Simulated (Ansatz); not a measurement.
CH5AlClFSi (`FC[SiH2][AlH][Cl]`), charge 0, multiplicity 1.

Problem. Give a relaxed structure at PBE0-D4/def2-TZVP (Ansatz). (Estimate.)

Solution. The calculation gave: 
Z-matrix (Å, degrees):
```
C
Si 1 1.927
F 1 1.486 2 102.4
H 1 1.089 2 116.6 3 112.5
H 1 1.088 2 117.6 3 -112.8
Al 2 2.444 1 79.1 3 -4.4
H 2 1.488 1 108.0 3 116.9
H 2 1.487 1 108.5 3 -125.6
Cl 6 2.116 2 114.8 1 -93.1
H 6 1.578 2 126.0 1 99.0
```
This is one stationary point; other conformers may exist.
